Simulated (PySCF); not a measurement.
PySCF input for C4H9O2, SMILES O(C)[CH]C(O)C, multiplicity 2, TDA-M06-2X/def2-SVPD. The structure is a stationary point at PBE0-D3(BJ)/def2-SVP. The isomer is the one that the SMILES or the coordinates give; other isomers of the formula were not compared. One conformer was computed; it need not be the lowest.

```python
import numpy as np
from pyscf import gto, scf, dft, tdscf

mol = gto.M(
    atom='''
    C     2.56175406   -0.71766978    0.02780813
    O     1.39243608   -0.12958323   -0.46975708
    C     0.24985365   -0.46928577    0.15523238
    C    -0.95941546    0.28238905   -0.26346119
    C    -2.22900191   -0.48668590    0.07112483
    O    -0.95114169    1.55162285    0.37609387
    H     2.52588061   -1.81870314   -0.05394493
    H     2.72844534   -0.44775015    1.08654531
    H     3.40245053   -0.34230443   -0.57014701
    H     0.33149136   -0.85154619    1.18262857
    H    -0.88390049    0.41302815   -1.36246159
    H    -3.12216137    0.08192099   -0.23381290
    H    -2.29376294   -0.65543764    1.15732303
    H    -2.25616573   -1.46077081   -0.43928652
    H    -1.70177465    2.05276048    0.03823660
    ''',
    basis='def2-SVPD',
    charge=0,
    spin=1,
    max_memory=1600,
    verbose=4,
)
mf = dft.UKS(mol, xc='m06-2x').density_fit(auxbasis='def2-universal-jkfit')
mf.grids.level = 4
mf.conv_tol = 1e-9
mf.max_cycle = 100
mf.kernel()
fine, coarse = mf.grids, dft.Grids(mol).set(level=1).build(with_non0tab=True)
for _ in range(3):  # follow internal instabilities
    mf.grids = coarse
    mo, _, stable, _ = mf.stability(return_status=True, nroots=4)
    mf.grids = fine
    if stable:
        break
    mf.kernel(mf.make_rdm1(mo, mf.mo_occ))
mf.grids = dft.Grids(mol).set(level=2).build(with_non0tab=True)  # coarser grid for the response kernel
td = tdscf.TDA(mf)
td.nstates = 10
td.conv_tol = 1e-4
td.positive_eig_threshold = 1e-6
td.kernel(x0=td.get_init_guess(mf, 15))
td.analyze()
```

Log of the run:

```
PySCF version 2.14.0

[INPUT] verbose = 4
[INPUT] num. atoms = 15
[INPUT] num. electrons = 49
[INPUT] charge = 0
[INPUT] spin (= nelec alpha-beta = 2S) = 1
[INPUT] symmetry False subgroup None
[INPUT] Mole.unit = angstrom
[INPUT] Symbol           X                Y                Z      unit          X                Y                Z       unit  Magmom
[INPUT]  1 C      2.561754060000  -0.717669780000   0.027808130000 AA    4.841013571893  -1.356199332077   0.052549749736 Bohr   0.0
[INPUT]  2 O      1.392436080000  -0.129583230000  -0.469757080000 AA    2.631322837163  -0.244876815037  -0.887712226275 Bohr   0.0
[INPUT]  3 C      0.249853650000  -0.469285770000   0.155232380000 AA    0.472154969723  -0.886821579456   0.293346683864 Bohr   0.0
[INPUT]  4 C     -0.959415460000   0.282389050000  -0.263461190000 AA   -1.813032459074   0.533637965076  -0.497869493552 Bohr   0.0
[INPUT]  5 C     -2.229001910000  -0.486685900000   0.071124830000 AA   -4.212203141032  -0.919703059687   0.134406449356 Bohr   0.0
[INPUT]  6 O     -0.951141690000   1.551622850000   0.376093870000 AA   -1.797397299756   2.932142235117   0.710714411428 Bohr   0.0
[INPUT]  7 H      2.525880610000  -1.818703140000  -0.053944930000 AA    4.773222576249  -3.436850836487  -0.101941143509 Bohr   0.0
[INPUT]  8 H      2.728445340000  -0.447750150000   1.086545310000 AA    5.156014438446  -0.846125155733   2.053273057831 Bohr   0.0
[INPUT]  9 H      3.402450530000  -0.342304430000  -0.570147010000 AA    6.429699654081  -0.646861623925  -1.077421699640 Bohr   0.0
[INPUT] 10 H      0.331491360000  -0.851546190000   1.182628570000 AA    0.626427883060  -1.609189081517   2.234844104386 Bohr   0.0
[INPUT] 11 H     -0.883900490000   0.413028150000  -1.362461590000 AA   -1.670329847469   0.780510085236  -2.574679260339 Bohr   0.0
[INPUT] 12 H     -3.122161370000   0.081920990000  -0.233812900000 AA   -5.900029905997   0.154808234953  -0.441842345390 Bohr   0.0
[INPUT] 13 H     -2.293762940000  -0.655437640000   1.157323030000 AA   -4.334583751277  -1.238597631331   2.187023564352 Bohr   0.0
[INPUT] 14 H     -2.256165730000  -1.460770810000  -0.439286520000 AA   -4.263535321329  -2.760456761659  -0.830131213013 Bohr   0.0
[INPUT] 15 H     -1.701774650000   2.052760480000   0.038236600000 AA   -3.215888014228   3.879155106531   0.072256701935 Bohr   0.0

nuclear repulsion = 248.541384344931
number of shells = 86
number of NR pGTOs = 276
number of NR cGTOs = 198
basis = def2-SVPD
ecp = {}


******** <class 'pyscf.df.df_jk.DFUKS'> ********
method = DFUKS
initial guess = minao
damping factor = 0
level_shift factor = 0
DIIS = <class 'pyscf.scf.diis.CDIIS'>
diis_start_cycle = 1
diis_space = 8
diis_damp = 0
SCF conv_tol = 1e-09
SCF conv_tol_grad = None
SCF max_cycles = 100
direct_scf = False
number electrons alpha = 25  beta = 24
XC library pyscf.dft.libxc version 7.1.2
    S. Lehtola, C. Steigemann, M. J. T. Oliveira, and M. A. L. Marques,  SoftwareX 7, 1–5 (2018)
XC functionals = m06-2x
    Y. Zhao and D. G. Truhlar,  Theor. Chem. Acc. 120, 215 (2008)
    Y. Zhao and D. G. Truhlar,  Theor. Chem. Acc. 120, 215 (2008)
radial grids:
    Treutler-Ahlrichs [JCP 102, 346 (1995); DOI:10.1063/1.469408] (M4) radial grids

becke partition: Becke, JCP 88, 2547 (1988); DOI:10.1063/1.454033
pruning grids: <function nwchem_prune>
grids dens level: 4
symmetrized grids: False
atomic radii adjust function: <function treutler_atomic_radii_adjust>
small_rho_cutoff = 0
Set gradient conv threshold to 3.16228e-05
tot grids = 312328
******** <class 'pyscf.df.df.DF'> ********
auxbasis = def2-universal-jkfit
init E= -308.587135477207
  alpha nocc = 25  HOMO = -0.143222888398072  LUMO = 0.00969386372091519
  beta  nocc = 24  HOMO = -0.351062081651464  LUMO = -0.143222888398072

WARN: HOMO -0.143222888398072 >= LUMO -0.143222888398072

cycle= 1 E= -307.766335856039  delta_E= 0.821  |g|= 0.465  |ddm|= 3.52
  alpha nocc = 25  HOMO = -0.20658071143283  LUMO = 0.0303043601258812
  beta  nocc = 24  HOMO = -0.243649768335344  LUMO = -0.0133720758375242
  HOMO = -0.206580711433  LUMO = -0.0133720758375  gap/eV = 5.25747
cycle= 2 E= -307.745783705035  delta_E= 0.0206  |g|= 0.553  |ddm|=  1.1
  alpha nocc = 25  HOMO = -0.226995103469837  LUMO = 0.0307747221814818
  beta  nocc = 24  HOMO = -0.348116257239713  LUMO = -0.0138284123366303
  HOMO = -0.22699510347  LUMO = -0.0138284123366  gap/eV = 5.80056
cycle= 3 E= -307.85705763731  delta_E= -0.111  |g|= 0.048  |ddm|= 0.537
  alpha nocc = 25  HOMO = -0.229654488856153  LUMO = 0.0318345658394867
  beta  nocc = 24  HOMO = -0.346797423161345  LUMO = -0.00984083454288642
  HOMO = -0.229654488856  LUMO = -0.00984083454289  gap/eV = 5.98143
cycle= 4 E= -307.858084185764  delta_E= -0.00103  |g|= 0.0182  |ddm|= 0.106
  alpha nocc = 25  HOMO = -0.231173409513286  LUMO = 0.0322105449995327
  beta  nocc = 24  HOMO = -0.345284596453935  LUMO = -0.00782582935815235
  HOMO = -0.231173409513  LUMO = -0.00782582935815  gap/eV = 6.07760
cycle= 5 E= -307.858289001998  delta_E= -0.000205  |g|= 0.00748  |ddm|= 0.0412
  alpha nocc = 25  HOMO = -0.231688043649299  LUMO = 0.0321147633584502
  beta  nocc = 24  HOMO = -0.34656729228373  LUMO = -0.00711322663088021
  HOMO = -0.231688043649  LUMO = -0.00711322663088  gap/eV = 6.11099
cycle= 6 E= -307.858327657707  delta_E= -3.87e-05  |g|= 0.00277  |ddm|= 0.0166
  alpha nocc = 25  HOMO = -0.232173142524239  LUMO = 0.0321786133741542
  beta  nocc = 24  HOMO = -0.346209786097257  LUMO = -0.0068346398060064
  HOMO = -0.232173142524  LUMO = -0.00683463980601  gap/eV = 6.13177
cycle= 7 E= -307.858336531596  delta_E= -8.87e-06  |g|= 0.00186  |ddm|= 0.0096
  alpha nocc = 25  HOMO = -0.23232319504103  LUMO = 0.0322122249521555
  beta  nocc = 24  HOMO = -0.346339651257426  LUMO = -0.00661928746028995
  HOMO = -0.232323195041  LUMO = -0.00661928746029  gap/eV = 6.14172
cycle= 8 E= -307.858339679778  delta_E= -3.15e-06  |g|= 0.000439  |ddm|= 0.00586
  alpha nocc = 25  HOMO = -0.232392979434671  LUMO = 0.0322103361017883
  beta  nocc = 24  HOMO = -0.346395284447701  LUMO = -0.00657479741740463
  HOMO = -0.232392979435  LUMO = -0.0065747974174  gap/eV = 6.14483
cycle= 9 E= -307.858340075729  delta_E= -3.96e-07  |g|= 0.00017  |ddm|= 0.00249
  alpha nocc = 25  HOMO = -0.232397884583374  LUMO = 0.0322123148894398
  beta  nocc = 24  HOMO = -0.346377589700342  LUMO = -0.0065763352370376
  HOMO = -0.232397884583  LUMO = -0.00657633523704  gap/eV = 6.14492
cycle= 10 E= -307.858340118295  delta_E= -4.26e-08  |g|= 6.78e-05  |ddm|= 0.000796
  alpha nocc = 25  HOMO = -0.232393496249279  LUMO = 0.032210026515493
  beta  nocc = 24  HOMO = -0.346391366716256  LUMO = -0.00657549522003942
  HOMO = -0.232393496249  LUMO = -0.00657549522004  gap/eV = 6.14482
cycle= 11 E= -307.858340123686  delta_E= -5.39e-09  |g|= 3.01e-05  |ddm|= 0.00023
  alpha nocc = 25  HOMO = -0.232393476575087  LUMO = 0.0322096412374728
  beta  nocc = 24  HOMO = -0.346387448472731  LUMO = -0.00657549096826582
  HOMO = -0.232393476575  LUMO = -0.00657549096827  gap/eV = 6.14482
cycle= 12 E= -307.858340124429  delta_E= -7.43e-10  |g|= 7.89e-06  |ddm|= 8.72e-05
  alpha nocc = 25  HOMO = -0.232393992805349  LUMO = 0.0322093772049636
  beta  nocc = 24  HOMO = -0.346390082582131  LUMO = -0.00657590886129178
  HOMO = -0.232393992805  LUMO = -0.00657590886129  gap/eV = 6.14482
Extra cycle  E= -307.858340124457  delta_E= -2.89e-11  |g|= 7.53e-06  |ddm|= 2.85e-05
converged SCF energy = -307.858340124457  <S^2> = 0.75431178  2S+1 = 2.0043071
tot grids = 53328
uhf_internal: lowest eigs of H = [0.36866251 0.39721946 0.40541479 0.4218807 ]
<class 'pyscf.df.df_jk.DFUKS'> wavefunction is stable in the internal stability analysis
tot grids = 115600
Overwritten attributes  positive_eig_threshold  of <class 'pyscf.tdscf.uks.TDA'>


******** <class 'pyscf.tdscf.uks.TDA'> for <class 'pyscf.df.df_jk.DFUKS'> ********
nstates = 10
deg_eia_thresh = 1.000e-03
wfnsym = None
conv_tol = 0.0001
eigh lindep = 1e-12
eigh level_shift = 0
eigh max_cycle = 100


Excitation energies (eV)
[5.01089638 5.39740177 5.70393138 5.9839763  6.00296987 6.09305902
 6.2406233  6.46672801 6.87261513 6.94287712]

** Excitation energies and oscillator strengths **
Excited State   1:      5.01090 eV    247.43 nm  f=0.0278
      25a ->   26a      0.73797
      25a ->   27a      0.45850
      25a ->   28a     -0.12007
      25a ->   30a      0.41991
      25a ->   31a     -0.13368
Excited State   2:      5.39740 eV    229.71 nm  f=0.0072
      25a ->   26a     -0.58509
      25a ->   27a      0.68577
      25a ->   29a     -0.23673
      25a ->   30a      0.20891
      25a ->   32a     -0.10769
      25a ->   35a     -0.12383
      25a ->   40a     -0.10153
Excited State   3:      5.70393 eV    217.37 nm  f=0.0042
      25a ->   27a     -0.23899
      25a ->   28a     -0.79432
      25a ->   29a     -0.40125
      25a ->   31a     -0.16014
      25a ->   33a      0.22219
      25a ->   35a      0.15410
Excited State   4:      5.98398 eV    207.19 nm  f=0.0040
      25a ->   27a      0.15637
      25a ->   30a     -0.25204
      18b ->   25b     -0.11307
      21b ->   25b      0.17053
      22b ->   25b     -0.45750
      24b ->   25b      0.73509
      24b ->   26b     -0.17526
Excited State   5:      6.00297 eV    206.54 nm  f=0.0041
      25a ->   26a     -0.18208
      25a ->   27a     -0.43625
      25a ->   30a      0.70054
      25a ->   32a     -0.12431
      25a ->   35a     -0.15739
      25a ->   47a     -0.11407
      23b ->   25b      0.17306
      24b ->   25b      0.35810
Excited State   6:      6.09306 eV    203.48 nm  f=0.0381
      25a ->   27a      0.12611
      25a ->   28a     -0.21493
      25a ->   29a      0.42852
      25a ->   30a     -0.20149
      25a ->   31a     -0.15980
      21b ->   25b     -0.12768
      22b ->   25b      0.45062
      23b ->   25b      0.53113
      24b ->   25b      0.20334
Excited State   7:      6.24062 eV    198.67 nm  f=0.0096
      25a ->   26a      0.14614
      25a ->   28a      0.25023
      25a ->   29a     -0.55131
      25a ->   30a     -0.11963
      25a ->   31a      0.15238
      25a ->   33a      0.10526
      21b ->   25b     -0.20283
      22b ->   25b      0.52057
      24b ->   25b      0.37681
      24b ->   26b     -0.12398
Excited State   8:      6.46673 eV    191.73 nm  f=0.0277
      25a ->   26a      0.10967
      25a ->   28a      0.24382
      25a ->   29a     -0.40396
      25a ->   30a     -0.11196
      25a ->   32a     -0.16713
      25a ->   34a     -0.10296
      22b ->   25b     -0.26736
      23b ->   25b      0.70058
      24b ->   25b     -0.17126
Excited State   9:      6.87262 eV    180.40 nm  f=0.0103
      25a ->   28a      0.28951
      25a ->   29a      0.15026
      25a ->   30a      0.10689
      25a ->   31a     -0.16308
      25a ->   32a     -0.19113
      25a ->   33a      0.73994
      25a ->   34a      0.18190
      25a ->   35a      0.33396
      25a ->   37a     -0.11210
      25a ->   38a      0.14787
      25a ->   40a      0.11275
      25a ->   44a     -0.10857
Excited State  10:      6.94288 eV    178.58 nm  f=0.0455
      25a ->   28a     -0.19710
      25a ->   29a      0.14742
      25a ->   31a      0.86216
      25a ->   32a      0.15297
      25a ->   33a      0.26582
      25a ->   34a      0.13139
      23b ->   25b      0.14898

** Transition electric dipole moments (AU) **
state          X           Y           Z        Dip. S.      Osc.
  1        -0.0162      0.4242      0.2144      0.2262      0.0278
  2         0.1269     -0.1501      0.1268      0.0547      0.0072
  3         0.1514     -0.0138      0.0846      0.0303      0.0042
  4         0.1469     -0.0506     -0.0529      0.0269      0.0040
  5         0.1654      0.0051      0.0119      0.0275      0.0041
  6         0.5003     -0.0262     -0.0658      0.2553      0.0381
  7        -0.2443      0.0544      0.0158      0.0629      0.0096
  8         0.3949      0.0929     -0.1010      0.1748      0.0277
  9        -0.0654     -0.2174     -0.0992      0.0614      0.0103
 10         0.3182     -0.4075      0.0122      0.2675      0.0455

** Transition velocity dipole moments (imaginary part, AU) **
state          X           Y           Z        Dip. S.      Osc.
  1        -0.0009      0.0557      0.0211      0.0035      0.0128
  2         0.0133     -0.0176      0.0136      0.0007      0.0023
  3         0.0330      0.0289      0.0307      0.0029      0.0091
  4         0.0319     -0.0001     -0.0159      0.0013      0.0039
  5         0.0268     -0.0292     -0.0195      0.0020      0.0059
  6         0.0989     -0.0158      0.0170      0.0103      0.0307
  7        -0.0337      0.0120      0.0067      0.0013      0.0038
  8         0.0608     -0.0355      0.0182      0.0053      0.0148
  9        -0.0064     -0.0063     -0.0007      0.0001      0.0002
 10         0.0624     -0.0957     -0.0031      0.0131      0.0341

** Transition magnetic dipole moments (imaginary part, AU) **
state          X           Y           Z
  1         0.3622      0.0073     -0.0882
  2         0.0354     -0.1055      0.2019
  3        -0.1394      0.1156     -0.2575
  4        -0.2963      0.1747      0.1031
  5         0.2300     -0.0124      0.2043
  6         0.4180      0.2018     -0.1477
  7         0.3475     -0.0178     -0.0249
  8        -0.2237      0.1497      0.2227
  9        -0.1402      0.0799     -0.0008
 10         0.0561      0.0938      0.1439
```

The run converged.
